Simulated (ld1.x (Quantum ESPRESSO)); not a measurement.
Values are calculated unless marked as measured or tabulated.
Hardness and transferability of assorted potentials

Generated with ld1.x 7.5 (TM, RRKJ, ultrasoft, PAW), atompaw 4.2 or ONCVPSP 4.0.1. The cutoff is in Ry: for ld1.x and atompaw files where the sum of valence levels is converged to 10 mRy in a Bessel basis, for ONCV files where the hardest occupied wave has 1 mHa per electron of residual kinetic energy. The error is the largest all-electron minus pseudo excitation energy over each file’s own four to seven test configurations (ionisations up to +4, promotions, holes and added fractions of an electron), all of which were solved. The labels leave out finer settings (local radius, basis sizes, second energies), which also bear on the numbers. Spin-polarised tests are not counted. The rows are a selection from randomly drawn settings: files with unsolved tests, undetermined cutoffs or missed reference levels are left out.

A true bound ghost makes a file unfit for plane-wave use even where its test errors are small: the radial tests pick states by their node count and pass the ghost by.

```tsv
element	potential	cutoff (Ry)	largest error (meV)	bound ghosts
C	TM semilocal, PBE, scalar-relativistic, rc 0.80/1.70/1.70 (spd), local d, core correction yes, reference 2s1 2p3	90	+481	none
Ne	TM semilocal, LDA (PZ), scalar-relativistic, rc 0.86/0.90 (sp), local p, core correction no, reference 2s2 2p6	160	+592	none
Cr	TM semilocal, PBE, scalar-relativistic, rc 1.10/0.95/1.80 (spd), local d, core correction yes, reference 3s2 3p6 3d5 4s0 4p0	120	+326	none
Rb	TM, BLYP, scalar-relativistic, rc 2.85/4.20/4.20 (spd), local d, core correction yes, reference 4d1 5s0 5p0	6	-6.3	s
Zr	TM, PBEsol, scalar-relativistic, rc 3.10/1.70/2.70 (spd), local s, core correction yes, reference 4p6 4d2 5s2 5p0	40	-1131	none
Te	RRKJ, PBE, scalar-relativistic, rc 1.55/1.95/1.55 (spd), local p, core correction no, reference 4d10 5s2 5p4	70	+75	none
I	TM, PBEsol, scalar-relativistic, rc 1.65/1.60/1.45 (spd), local s, core correction no, reference 5s2 5p4	45	-56	d
```

(1) Fill in the row for Pb: TM semilocal, PBE, scalar-relativistic, rc 1.65/2.30/2.45 (spd), local s, core correction yes, reference 6s2 6p2.

(2) Fill in the row for C: TM semilocal, PBE, non-relativistic, rc 1.10/1.35/1.50 (spd), local p, core correction yes, reference 2s2 2p1.5.

Answers

(1) cutoff 40 Ry, largest error -601 meV, bound ghosts: none.

(2) cutoff 50 Ry, largest error +172 meV, bound ghosts: none.
